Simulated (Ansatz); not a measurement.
`[BH2][AlH][SiH3]` + `O[SiH3]` → `[BH2][AlH][O][SiH3]` + SiH₄ at 298.15 K and 1 bar (cleavage of the Al–Si bond).

Calculated with Ansatz (gas phase, PBE0-D4/def2-TZVP geometries, no zero-point term in ΔE). CCSD(T)/CBS is the MP2 limit (def2-TZVPP, def2-QZVPP) plus CCSD(T) − MP2 in def2-TZVPP, frozen cores. This one scheme is used for every species. One conformer a species, not always the lowest.

```csv
species,CCSD(T)/CBS energy (Eh),H − E (kJ/mol),S (J/(mol·K))
`[BH2][AlH][SiH3]`,-559.42478,152.3,343.5
`O[SiH3]`,-366.69042,113.6,257.8
`[BH2][AlH][O][SiH3]`,-634.71196,169.8,385.9
SiH₄,-291.46306,92.1,204.8
```

H − E and S are ideal-gas, rigid-rotor, harmonic terms from PBE0-D4/def2-TZVP, for one conformer and one mirror image of each species. 1 Eh = 2625.50 kJ/mol, R = 8.31446 J/(mol·K).

By hand: ΔE, ΔH, ΔS and ΔG.

ΔE = (-634.71196) + (-291.46306) − (-559.42478) − (-366.69042) = -0.05982 Eh = -157.1 kJ/mol. Δ(H − E) = 169.8 + 92.1 − 152.3 − 113.6 = -4.0, so ΔH = -161.1 kJ/mol. ΔS = 385.9 + 204.8 − 343.5 − 257.8 = -10.6 J/(mol·K). ΔG = -161.1 − 298.15 × (-10.6)/1000 = -157.9 kJ/mol.

By hand: the equilibrium constant, and the temperature at which ΔG would vanish if ΔH and ΔS stayed fixed.

log₁₀ K = −ΔG/(RT ln 10) = 27.7. ΔG = 0 at ΔH/ΔS = 15198 K, far beyond where these terms or the molecules hold.

The number of gas molecules stays the same, so ΔS is small and ΔH decides. A doubt of 5 kJ/mol in ΔE shifts log₁₀ K by 0.9 here. Other conformers and mirror images would add mixing entropy, several J/(mol·K) or more a flexible species. Modes under 60 cm⁻¹, often nearly free rotors, make the harmonic entropy too high. These are equilibria of isolated gas molecules and say nothing of rates. Largest T1 diagnostic: 0.013 (customary marks: 0.02 for closed shells, 0.045 for open ones).
